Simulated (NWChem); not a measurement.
Species: ZrH₃Br; SMILES [ZrH3][Br]

This build's default masses of Se (78.918 u) and Br (79.917 u) are each other's, which moves their modes by up to 0.6 %. def2 effective core potentials on Zr; no spin-orbit coupling.

### Question
Give the equilibrium geometry at PBE0/def2-SVP with def2 effective core potentials on Zr (NWChem) as a list of bonds and angles, with the point group.

### Answer
point group C3v; any orientation.
Bond lengths (Å): Zr1–Br2 2.471, Zr1–H3 1.840, Zr1–H4 1.840, Zr1–H5 1.840. Bond angles (°): Br2–Zr1–H3 109.0, Br2–Zr1–H4 109.0, Br2–Zr1–H5 109.0, H3–Zr1–H4 109.9, H3–Zr1–H5 109.9, H4–Zr1–H5 109.9.
